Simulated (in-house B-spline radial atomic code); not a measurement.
# RPA and G0W0 on LDA exchange-only: Ni XVII (Ni16+)

Configuration [Ne] 3s2, mean-field start LDA exchange-only. Computed with an all-electron radial atomic-structure program (B-spline basis): all electrons, scalar-relativistic (spin-free one-electron X2C), finite nucleus, each spin shell either full or empty, empty states to l = 9 with an (l + 1/2)⁻⁴ tail; G0W0 by contour deformation at full frequency.

Command:
```bash
python run_gw.py task.json out
```
Settings (radii: box in bohr, nucleus in fm):
```
Z                        28
electrons                12
configuration            [Ne] 3s2
hamiltonian              x2c
method                   lda,
lmax                     9
rms_radius               3.7757
spin_polarised           False
box_radius               4.78
intervals                65
ion_configuration        [Ne] 3s1
```

Time taken, with all properties: 3.6 s on 1 thread of Arm Neoverse N1, on a shared host.

Energies (hartree):

| term | value |
| --- | --- |
| mean-field total | -1389.35863 |
| Hartree-Fock functional on these orbitals | -1392.98171 |
| direct second order | -0.98285 |
| second-order exchange | 0.37031 |
| SOSEX correction | 0.33021 |

What is the RPA correlation energy, and what remains with SOSEX?

RPA gives -0.87948 hartree (-1.99 eV per electron); RPA + SOSEX gives -0.54928, and the second-order doubles -0.61254 hartree (no singles). RPA lacks exchange-type terms and so overcorrelates at short range.

Quasi-particle levels (eV):

```
level  occupied  mean field  Σx - vxc     Σc  QP weight      G0W0
   3s       yes     -551.87    -15.45      ?          ?         ?
   2p       yes    -1390.30    -58.44   4.28      0.983  -1444.46
   2s       yes    -1520.88    -76.19   5.18      0.966  -1591.89
   1s       yes    -8755.30   -220.89  31.92      0.919  -8944.27
   3p        no     -511.76     17.20  -2.88      0.966   -497.44
```

G0W0 = mean field + (Σx - vxc) + Σc, with Σc (partial-wave tail included) taken at the quasi-particle energy.

Where does G0W0 put 3s?

At -571.37 eV, with Σc = -4.05 eV and a quasi-particle weight of 0.973. The tabulated removal energy is 571.07 ± 0.12 eV (NIST, semi-empirical); the calculation leaves out spin-orbit coupling, Breit and QED terms, and what these don't explain is the method's own error.

What does it cost to remove one electron (to [Ne] 3s1) by differences of total energies, each species on its own start (correlation terms add to the Hartree-Fock functional)?

LDA exchange-only 567.31 eV, Hartree-Fock functional 566.96 eV, + RPA 571.11 eV, + RPA + SOSEX 569.96 eV, + second order 571.03 eV. Tabulated: 571.07 ± 0.12 eV (NIST, semi-empirical); the calculation leaves out spin-orbit coupling, Breit and QED terms, and what these don't explain is the method's own error.
